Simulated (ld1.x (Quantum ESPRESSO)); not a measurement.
**indium: one change to a TM potential, before and after**

```
Element                 : In (Z = 49)
Generator               : ld1.x (Quantum ESPRESSO) 7.5
Type                    : norm-conserving Troullier–Martins (Kleinman–Bylander form)
Functional              : PBE
Relativity              : fully relativistic
Frozen core             : [Kr] 4d10
Valence charge          : 3
Reference configuration : 5s2 5p0.5 (charge +0.5)
Partial waves           : 5p (bound): rc 2.55 bohr; 5d channel at -0.1 Ry: rc 2.75 bohr; 5s (bound): rc 2.30 bohr
Local potential         : the s channel
Core correction         : Bessel-smoothed model core inside 1.75 bohr
```

Open shells are filled in proportion to 2j + 1 (rel_dist='average').

Change: all radii but the core radius scaled by about 1.20 (s 2.76, p 3.06, d 3.30 bohr).

Cutoffs: the cutoffs (Ry, on a coarse ladder) from which the occupation-weighted sum of valence levels, in a spherical-Bessel basis at the reference potential, stays within 10 and 1 mRy of its value at 400 Ry; they do not see the model core or the augmentation charge, which bear on the density cutoff. Errors are all-electron minus pseudo energies relative to the spin-unpolarised reference configuration.

Task: What does the change do?

Result: The potential gets softer (18 Ry and 25 Ry → 8 Ry and 18 Ry); the bound ghost in d disappears; of the 7 tests that both files solve, the error grows in 2 and shrinks in 0 by more than 15 % and 0.3 meV (median size 15.6 → 21.6 meV). A larger radius leaves more room for a smooth pseudo-wave, so fewer plane waves are needed.

| quantity | base | changed |
| --- | --- | --- |
| cutoff, loose | 18 Ry | 8 Ry |
| cutoff, tight | 25 Ry | 18 Ry |
| bound ghosts | d3/2, d5/2 | none |
| error for 5s2 5p1, meV [ΔE -1.95 eV] | -2.0 | -1.8 |
| error for 5s2 5p0, meV [ΔE 3.43 eV] | -5.2 | -4.8 |
| error for 5s1 5p0, meV [ΔE 22.66 eV] | -169 | -177 |
| error for 5s1 5p2, meV [ΔE 3.88 eV] | -16 | -22 |
| error for 5s2 5p1.3, meV [ΔE -2.48 eV] | -3.6 | -3.1 |
| error for 5s0 5p3, meV [ΔE 9.98 eV] | -76 | -102 |
| error for 5s1 5p1, meV [ΔE 10.01 eV] | -43 | -49 |

 A true bound ghost makes a file unfit for plane-wave use even where its test errors are small: the radial tests pick states by their node count and pass the ghost by.
